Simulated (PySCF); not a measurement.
Core binding energy against partial charge

Species: C6H14P2.
Numbering: `[CH2:1]=[CH:2][CH2:3][P@:4]([CH3:5])([PH2:6])=[CH:7][CH3:8]`

Binding energies: delta-SCF UKS SCAN, pcX-2 on the ionised atom, pcseg-1 elsewhere, spin-free X2C (PySCF). Charges: PBE0/pcSseg-1 ground-state density, for the ionised atom.

```
atom                     environment  C 1s (eV)  Mulliken (e)  IAO (e)  Hirshfeld (e)  ESP (e)
  C7     carbon bonded to C, P and H     288.28        -0.546   -0.694         -0.230   -0.768
  C8                   methyl carbon     290.13        -0.245   -0.394         -0.130   +0.014
  C5  sp3 carbon bound to phosphorus     290.75        -0.435   -0.637         -0.152   -0.622
  C3  sp3 carbon bound to phosphorus     290.81        -0.318   -0.458         -0.103   -0.476
```

Question: How well does each charge scheme correlate with the binding energies over these sites?

Answer: Hirshfeld: r = 0.91, slope 19.7 eV per e; Mulliken: r = 0.67, slope 6.0 eV per e; IAO: r = 0.55, slope 4.5 eV per e; ESP: r = 0.38, slope 1.3 eV per e. Hirshfeld charges have the highest r, on only 4 points.

Question: The point-charge model writes a binding energy as kq + V + constant, with V the potential of the other atoms' charges at the site. What does it give with the Mulliken charges?

Answer: V = Σ 14.40 eV Å × q/r over all other atoms: +3.39 eV at C7, +1.22 eV at C8, +6.30 eV at C5, +3.21 eV at C3. Fitting binding energy − V to q gives k = 14.8 eV per e and leaves an rms residual of 0.78 eV, against 0.76 eV for the fit on q alone. The model has no term for differences in relaxation between sites.

The structure is a single PBE0-D3(BJ)/def2-SVP conformer in the gas phase; no vibrational or solvent corrections.

Shape of the structure used: `[CH2:1]=[CH:2][CH2:3][P@:4]([CH3:5])([PH2:6])=[CH:7][CH3:8]`: C1–C2–C3–P4 -104°, C2–C3–P4–C5 175°, H–P6–P4–C3 -179°, H–P6–P4–C3 -86°.
